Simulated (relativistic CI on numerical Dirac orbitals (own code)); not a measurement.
**Calculated levels, Sn XLVII**

Method of calculation: Dirac-Coulomb-Breit CI, separate exchange-only KLI orbitals for each configuration, model QED (radiative potential, 1s self-energy scaled to tabulated hydrogen-like ionisation energies), unscaled Slater integrals (own radial code, finite nucleus).

Configuration list (outside the closed core 1s2): 2s², 2s2p, 2p², 2p3s, 2p3p, 2s3s, 2s3p, 2s3d, 2s4s, 2s4p, 2s4d, 2s4f, 3s², 3s3p, 3p². Levels of other configurations are missing.

| No. | Configuration | Term | J | E (eV) | % | Landé g | Lifetime (s) | jj configuration (%) |
| --- | --- | --- | --- | --- | --- | --- | --- | --- |
| 1 | 2s² | ¹S | 0 | 0.00 | 98 |  |  | closed (98) |
| 2 | 2s2p | ³P° | 0 | 94.17 | 100 |  |  | 2s 2p1/2 (100) |
| 3 | 2s2p | ³P° | 1 | 114.74 | 78 | 1.370 | 6.06e-10 | 2s 2p1/2 (98) |
| 4 | 2p² | ³P | 0 | 272.87 | 72 |  | 2.80e-11 | 2p1/2^2 (98) |
| 5 | 2s2p | ³P° | 2 | 355.28 | 100 | 1.483 | 1.32e-08 | 2s 2p3/2 (100) |
| 6 | 2s2p | ¹P° | 1 | 415.46 | 78 | 1.095 | 2.59e-12 | 2s 2p3/2 (98) |
| 7 | 2p² | ³P | 1 | 507.87 | 100 | 1.486 | 3.41e-12 | 2p1/2 2p3/2 (100) |
| 8 | 2p² | ¹D | 2 | 522.70 | 62 | 1.174 | 4.26e-12 | 2p1/2 2p3/2 (100) |
| 9 | 2p² | ³P | 2 | 777.68 | 62 | 1.293 | 2.06e-12 | 2p3/2^2 (100) |
| 10 | 2p² | ¹S | 0 | 823.34 | 72 |  | 1.49e-12 | 2p3/2^2 (99) |
| 11 | 2s3s | ³S | 1 | 4571.02 | 99 | 1.986 | 1.72e-14 | 2s 3s (99) |
| 12 | 2s3s | ¹S | 0 | 4590.45 | 98 |  | 3.01e-14 | 2s 3s (98) |
| 13 | 2s3p | ³P° | 0 | 4617.31 | 100 |  | 2.63e-12 | 2s 3p1/2 (100) |
| 14 | 2s3p | ³P° | 1 | 4618.20 | 68 | 1.324 | 1.25e-14 | 2s 3p1/2 (99) |
| 15 | 2p3s | ³P° | 1 | 4680.64 | 36 | 1.257 | 1.21e-14 | 2p1/2 3s (56) |
| 16 | 2p3s | ³P° | 0 | 4691.10 | 100 |  | 2.95e-14 | 2p1/2 3s (100) |
| 17 | 2s3p | ³P° | 2 | 4693.97 | 100 | 1.490 | 2.92e-12 | 2s 3p3/2 (100) |
| 18 | 2s3d | ³D | 1 | 4708.87 | 60 | 0.547 | 2.28e-15 | 2s 3d3/2 (60) |
| 19 | 2s3p | ¹P° | 1 | 4710.54 | 42 | 1.230 | 9.35e-15 | 2s 3p3/2 (56) |
| 20 | 2s3d | ³D | 2 | 4719.68 | 85 | 1.132 | 2.70e-15 | 2s 3d3/2 (91) |
| 21 | 2p3p | ³D | 1 | 4727.32 | 43 | 0.601 | 2.49e-14 | 2p1/2 3p1/2 (60) |
| 22 | 2s3d | ³D | 3 | 4738.39 | 100 | 1.325 | 2.90e-15 | 2s 3d5/2 (100) |
| 23 | 2p3p | ³P | 0 | 4750.17 | 70 |  | 7.52e-15 | 2p1/2 3p1/2 (99) |
| 24 | 2s3d | ¹D | 2 | 4750.85 | 84 | 1.021 | 3.28e-15 | 2s 3d5/2 (89) |
| 25 | 2p3p | ³P | 1 | 4808.50 | 46 | 1.484 | 9.98e-15 | 2p1/2 3p3/2 (99) |
| 26 | 2p3p | ³D | 2 | 4810.41 | 55 | 1.159 | 9.42e-15 | 2p1/2 3p3/2 (97) |
| 27 | 2p3s | ³P° | 2 | 4956.63 | 100 | 1.486 | 3.23e-14 | 2p3/2 3s (100) |
| 28 | 2p3s | ¹P° | 1 | 4964.08 | 68 | 1.139 | 1.84e-14 | 2p3/2 3s (99) |
| 29 | 2p3p | ³P | 1 | 4997.55 | 53 | 1.443 | 8.22e-15 | 2p3/2 3p1/2 (99) |
| 30 | 2p3p | ³D | 2 | 4999.77 | 44 | 1.171 | 7.91e-15 | 2p3/2 3p1/2 (99) |

Energies count from the lowest computed level; ° marks odd parity; lifetimes are radiative, by E1, M1, E2, M2 decay to levels of this space only; some are left blank where a channel outside the calculation adds to the decay or the decay crosses a small, uncertain gap. Filled j subshells are mostly left out of the jj labels.

The mean weight of the leading LS term, summed over parents, in these 30 levels is 76 %, and that of the leading jj configuration (from the same eigenvectors) 93 %, so jj coupling describes them better and the LS labels are nominal.

At this charge energies of transitions that change n are usually good to better than 1 %, and those within a shell (Δn = 0) to a few per cent.

LS names give the leading component of a level, which can be under half, so a name can repeat, a term be missing and a line seem to break the LS rules.
